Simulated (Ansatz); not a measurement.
`NB(O)[TeH]` + H₂ → `OB[TeH]` + NH₃ at 500 K and 1 bar (hydrogenolysis of a B–N bond).

Program: Ansatz. Geometries: PBE0-D4/def2-TZVP. ΔE: electronic, gas phase. CBS: MP2 limit from def2 TZ/QZ plus the TZ coupled-cluster correction, frozen cores. This one scheme is used for every species. Elements past krypton have def2 core potentials. For Te outer-core shells are correlated without core-valence functions, which leaves a few kJ/mol of doubt a bond. One conformer a species, not always the lowest.

| species | CCSD(T)/CBS energy (Eh) | H − E (kJ/mol) | S (J/(mol·K)) |
| --- | --- | --- | --- |
| `NB(O)[TeH]` | -424.91397 | 178.0 | 383.7 |
| H₂ | -1.17544 | 41.0 | 145.5 |
| `OB[TeH]` | -369.55161 | 120.9 | 336.4 |
| NH₃ | -56.50880 | 108.2 | 211.8 |

H − E and S are ideal-gas, rigid-rotor, harmonic terms from PBE0-D4/def2-TZVP, for one conformer and one mirror image of each species. The MP2-based limit puts H₂ 0.8 mEh under its directly extrapolated value; such offsets cancel only in part. 1 Eh = 2625.50 kJ/mol, R = 8.31446 J/(mol·K).

By hand: ΔE, ΔH, ΔS and ΔG.

ΔE = (-369.55161) + (-56.50880) − (-424.91397) − (-1.17544) = 0.02900 Eh = 76.1 kJ/mol. Δ(H − E) = 120.9 + 108.2 − 178.0 − 41.0 = 10.1, so ΔH = 86.2 kJ/mol. ΔS = 336.4 + 211.8 − 383.7 − 145.5 = 19.0 J/(mol·K). ΔG = 86.2 − 500 × (19.0)/1000 = 76.7 kJ/mol.

By hand: the equilibrium constant, and the temperature at which ΔG would vanish if ΔH and ΔS stayed fixed.

log₁₀ K = −ΔG/(RT ln 10) = -8.0. ΔG = 0 at ΔH/ΔS = 4537 K, far beyond where these terms or the molecules hold.

ΔH outweighs TΔS. A doubt of 5 kJ/mol in ΔE shifts log₁₀ K by 0.5 here. Other conformers and mirror images would add mixing entropy, several J/(mol·K) or more a flexible species. These are equilibria of isolated gas molecules and say nothing of rates. Largest T1 diagnostic: 0.013 (customary marks: 0.02 for closed shells, 0.045 for open ones).
